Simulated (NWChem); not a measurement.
System: C3H4BClO; SMILES COB(C#C)Cl

Input file for NWChem:

```
start job
memory heap 200 mb stack 900 mb global 1100 mb
geometry units angstroms noautosym nocenter noautoz
  B     -0.113393    -0.163695     0.000000
  C     -0.348502    -1.674721     0.000000
  C     -0.511509    -2.879869     0.000000
  H     -0.658383    -3.945356     0.000000
  Cl     1.559638     0.437661     0.000000
  O     -1.159579     0.668178     0.000000
  C     -1.128256     2.074733     0.000000
  H     -1.657269     2.440038    -0.892617
  H     -1.657269     2.440038     0.892617
  H     -0.099126     2.462940     0.000000
end
basis spherical
  * library def2-svp
end
dft
  xc b3lyp
  iterations 150
  mulliken
end
task dft energy
esp
  recalculate
  probe 0.07
  range 0.3
  factor 1.0
  spacing 0.02
end
task esp
```

NWChem printed, in part:

```
             Northwest Computational Chemistry Package (NWChem) 7.3.0
             --------------------------------------------------------

                             Geometry "geometry" -> ""
                             -------------------------

 Output coordinates in angstroms (scale by  1.889725989 to convert to a.u.)

  No.       Tag          Charge          X              Y              Z
 ---- ---------------- ---------- -------------- -------------- --------------
    1 B                    5.0000    -0.11339300    -0.16369500     0.00000000
    2 C                    6.0000    -0.34850200    -1.67472100     0.00000000
    3 C                    6.0000    -0.51150900    -2.87986900     0.00000000
    4 H                    1.0000    -0.65838300    -3.94535600     0.00000000
    5 Cl                  17.0000     1.55963800     0.43766100     0.00000000
    6 O                    8.0000    -1.15957900     0.66817800     0.00000000
    7 C                    6.0000    -1.12825600     2.07473300     0.00000000
    8 H                    1.0000    -1.65726900     2.44003800    -0.89261700
    9 H                    1.0000    -1.65726900     2.44003800     0.89261700
   10 H                    1.0000    -0.09912600     2.46294000     0.00000000

 Effective nuclear repulsion energy (a.u.)     238.7938199411

                                 NWChem DFT Module
                                 -----------------

 Summary of "ao basis" -> "ao basis" (spherical)
 ------------------------------------------------------------------------------
       Tag                 Description            Shells   Functions and Types
 ---------------- ------------------------------  ------  ---------------------
 B                          def2-svp                 6       14   3s2p1d
 C                          def2-svp                 6       14   3s2p1d
 H                          def2-svp                 3        5   2s1p
 Cl                         def2-svp                 8       18   4s3p1d
 O                          def2-svp                 6       14   3s2p1d

            General Information
            -------------------
          SCF calculation type: DFT
          Wavefunction type:  closed shell.
          No. of atoms     :    10
          No. of electrons :    52
           Alpha electrons :    26
            Beta electrons :    26
          Charge           :     0
          Spin multiplicity:     1
          Use of symmetry is: off; symmetry adaption is: off
          Maximum number of iterations: 150
          AO basis - number of functions:   108
                     number of shells:    50
          Convergence on energy requested:  1.00D-06
          Convergence on density requested:  1.00D-05
          Convergence on gradient requested:  5.00D-04

              XC Information
              --------------
                         B3LYP Method XC Potential
                     Hartree-Fock (Exact) Exchange  0.200
                        Slater Exchange Functional  0.800 local
                    Becke 1988 Exchange Functional  0.720 non-local
              Lee-Yang-Parr Correlation Functional  0.810
                  VWN I RPA Correlation Functional  0.190 local

             Grid Information
             ----------------
          Grid used for XC integration:  medium
          Radial quadrature: Mura-Knowles
          Angular quadrature: Lebedev.
          Tag              B.-S. Rad. Rad. Pts. Rad. Cut. Ang. Pts.
          ---              ---------- --------- --------- ---------
          B                   0.85       49          10.0       434
          C                   0.70       49          14.0       434
          H                   0.35       45          14.0       434
          Cl                  1.00       88          12.0       590
          O                   0.60       49          12.0       434
          Grid pruning is: on
          Number of quadrature shells:   513
          Spatial weights used:  Erf1

      Superposition of Atomic Density Guess
      -------------------------------------

 Sum of atomic energies:        -673.39021536

      Non-variational initial energy
      ------------------------------

 Total energy =    -676.155134
 1-e energy   =   -1397.740605
 2-e energy   =     482.791651
 HOMO         =      -0.358604
 LUMO         =      -0.022211

     ---------------------------------------------
      Total Density - Mulliken Population Analysis
     ---------------------------------------------

    Atom       Charge   Shell Charges
 -----------   ------   -------------------------------------------------------
    1 B    5     4.45   1.99  0.84  0.12  1.13  0.23  0.14
    2 C    6     6.12   1.99  1.00  0.37  1.99  0.74  0.03
    3 C    6     6.09   1.99  0.98  0.55  1.85  0.70  0.03
    4 H    1     0.88   0.63  0.22  0.03
    5 Cl  17    17.29   2.00  1.99  1.22  0.71  5.94  2.15  3.26  0.01
    6 O    8     8.52   1.99  1.09  0.60  3.04  1.79  0.01
    7 C    6     5.87   1.99  0.92  0.20  1.84  0.86  0.05
    8 H    1     0.92   0.69  0.21  0.02
    9 H    1     0.92   0.69  0.21  0.02
   10 H    1     0.93   0.69  0.22  0.02

   convergence    iter        energy       DeltaE   RMS-Dens  Diis-err
 ---------------- ----- ----------------- --------- --------- ---------
 d= 0,ls=0.0,diis     1   -676.6535041987 -9.15D+02  1.16D-02  7.10D-01
 d= 0,ls=0.0,diis     2   -676.6653095703 -1.18D-02  6.05D-03  7.25D-01
 d= 0,ls=0.0,diis     3   -676.7323388952 -6.70D-02  2.04D-03  9.89D-02
 d= 0,ls=0.0,diis     4   -676.7395522732 -7.21D-03  1.01D-03  1.70D-02
 d= 0,ls=0.0,diis     5   -676.7414775841 -1.93D-03  2.93D-04  2.56D-03
  Resetting Diis
 d= 0,ls=0.0,diis     6   -676.7417912550 -3.14D-04  9.91D-05  1.94D-04
 d= 0,ls=0.0,diis     7   -676.7418151308 -2.39D-05  3.41D-05  3.37D-06
 d= 0,ls=0.0,diis     8   -676.7418147306  4.00D-07  1.89D-05  6.48D-06
 d= 0,ls=0.0,diis     9   -676.7418154887 -7.58D-07  5.02D-06  7.79D-07

         Total DFT energy =     -676.741815488689
      One electron energy =    -1402.311484924797
           Coulomb energy =      545.416085418948
    Exchange-Corr. energy =      -58.640235923952
 Nuclear repulsion energy =      238.793819941111

 Numeric. integr. density =       51.999996153437

                       DFT Final Molecular Orbital Analysis
                       ------------------------------------

 Vector   24  Occ=2.000000D+00  E=-3.174715D-01
              MO Center=  4.2D-01,  7.0D-01, -6.4D-09, r^2= 3.2D+00
   Bfn.  Coefficient  Atom+Function         Bfn.  Coefficient  Atom+Function
  ----- ------------  ---------------      ----- ------------  ---------------
    60      0.508313   5 Cl pz               57      0.374424   5 Cl pz
    71     -0.361458   6 O  pz               74     -0.272609   6 O  pz
    54      0.217623   5 Cl pz               85      0.140058   7 C  pz
    94     -0.134077   8 H  s                99      0.134077   9 H  s
    95     -0.072259   8 H  s               100      0.072259   9 H  s

 Vector   25  Occ=2.000000D+00  E=-2.926227D-01
              MO Center= -4.5D-01, -1.9D+00, -2.3D-09, r^2= 2.6D+00
   Bfn.  Coefficient  Atom+Function         Bfn.  Coefficient  Atom+Function
  ----- ------------  ---------------      ----- ------------  ---------------
    34      0.402416   3 C  pz               20      0.398335   2 C  pz
    37      0.235901   3 C  pz               23      0.231298   2 C  pz
    71     -0.184224   6 O  pz               74     -0.135706   6 O  pz
    60     -0.113675   5 Cl pz               57     -0.085001   5 Cl pz
    94     -0.068200   8 H  s                99      0.068200   9 H  s

[...]

                     NWChem Electrostatic Potential Fit Module
                     -----------------------------------------

 Atom parameters

 Number of atoms is                                   10
 Number of basis functions is                        108

 Grid parameters

 Maximum number of grid points is                  41571
 Number of grid points is                          41570
 Grid range                                     0.300000 nm
 Grid spacing                                   0.020000 nm
 Probe radius                                   0.070000 nm
 Atom radius factor                             1.000000

 Atomic radii

    1    0.100000
    5    0.158000
    6    0.147000
    8    0.136000
   17    0.169000
 FASTESP  F
  using M.O. file = ./job.movecs

    Atom              Coordinates                           Charge

                                                  ESP

    1 B    -0.011339   -0.016370    0.000000    0.596309
    2 C    -0.034850   -0.167472    0.000000   -0.258382
    3 C    -0.051151   -0.287987    0.000000   -0.210362
    4 H    -0.065838   -0.394536    0.000000    0.237352
    5 Cl    0.155964    0.043766    0.000000   -0.214345
    6 O    -0.115958    0.066818    0.000000   -0.399157
    7 C    -0.112826    0.207473    0.000000    0.227368
    8 H    -0.165727    0.244004   -0.089262    0.015180
    9 H    -0.165727    0.244004    0.089262    0.014835
   10 H    -0.009913    0.246294    0.000000   -0.008797
                                            ------------
                                               -0.000000

 Dipole moment                                  0.497180

 Quadrupole moment Qxx                        -14.173613
                   Qyy                         19.287400
                   Qzz                         -5.113787

 RMS deviation kJ/mol                           0.061969

 RRMS %                                        33.476262
```

Level: B3LYP/def2-SVP. The geometry was optimised at PBE0/def2-SVP.
